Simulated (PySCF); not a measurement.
Isomers of C8H14Si, mass 138.086 u with the commonest isotopes. Computed with PBE0/pcSseg-1 in PySCF (dipole) on a GFN2-xTB geometry, gas phase. One conformer each, none proved a minimum here; rigid rotors.

Question: Order these by dipole moment, smallest first.
A. `[CH2:1]=[CH:2][C@@H:3]([CH2:4][CH3:5])[C:6]1=[CH:7][SiH2:8][CH2:9]1` with C1–C2–C3–C4 121°, C2–C3–C4–C5 -176°, C2–C3–C6–C7 113°
B. `[CH3:1][C:2]1=[CH:3][C@@H:4]1[C@@:5]1([CH3:6])[CH2:7][CH2:8][SiH2:9]1` with C3–C4–C5–C6 91°
C. `[CH:1]#[C:2][CH2:3]/[C:4]([SiH3:5])=[CH:6]/[CH2:7][CH2:8][CH3:9]` with C2–C3–C4–Si5 -64°, C4–C6–C7–C8 -105°, C6–C7–C8–C9 179°

Answer: A (0.55 D), B (0.93 D), C (1.21 D).

Question: Order these by rotational constant B, smallest first.
A. `[CH2:1]=[CH:2][C@@H:3]([CH2:4][CH3:5])[C:6]1=[CH:7][SiH2:8][CH2:9]1` with C1–C2–C3–C4 121°, C2–C3–C4–C5 -176°, C2–C3–C6–C7 113°
B. `[CH3:1][C:2]1=[CH:3][C@@H:4]1[C@@:5]1([CH3:6])[CH2:7][CH2:8][SiH2:9]1` with C3–C4–C5–C6 91°
C. `[CH:1]#[C:2][CH2:3]/[C:4]([SiH3:5])=[CH:6]/[CH2:7][CH2:8][CH3:9]` with C2–C3–C4–Si5 -64°, C4–C6–C7–C8 -105°, C6–C7–C8–C9 179°

Answer: C (600.1 MHz), A (935.1 MHz), B (1185 MHz).

Question: Order these by rotational constant A, largest first.
A. `[CH2:1]=[CH:2][C@@H:3]([CH2:4][CH3:5])[C:6]1=[CH:7][SiH2:8][CH2:9]1` with C1–C2–C3–C4 121°, C2–C3–C4–C5 -176°, C2–C3–C6–C7 113°
B. `[CH:1]#[C:2][CH2:3]/[C:4]([SiH3:5])=[CH:6]/[CH2:7][CH2:8][CH3:9]` with C2–C3–C4–Si5 -64°, C4–C6–C7–C8 -105°, C6–C7–C8–C9 179°
C. `[SiH3:1][CH2:2][C@@H:3]1[CH2:4][C@@H:5]2[CH:6]=[CH:7][C@H:8]1[CH2:9]2` with Si1–C2–C3–C4 177°

Answer: C (2956 MHz), B (2792 MHz), A (1826 MHz).

| SMILES | point group | Ia (u·Å²) | Ib (u·Å²) | Ic (u·Å²) | κ | μa (D) | μb (D) | μc (D) |
| --- | --- | --- | --- | --- | --- | --- | --- | --- |
| C#CC/C([SiH3])=C/CCC | C1 | 180.99 | 842.19 | 941.06 | -0.94 | 1.01 | 0.63 | 0.23 |
| C=C[C@@H](CC)C1=C[SiH2]C1 | C1 | 276.74 | 540.48 | 701.31 | -0.61 | 0.39 | 0.30 | 0.25 |
| CC1=C[C@@H]1[C@@]1(C)CC[SiH2]1 | C1 | 271.36 | 426.32 | 510.01 | -0.55 | 0.76 | 0.51 | 0.11 |
| [SiH3]C[C@@H]1C[C@@H]2C=C[C@H]1C2 | C1 | 170.99 | 546.59 | 574.76 | -0.96 | 0.62 | 0.57 | 0.13 |
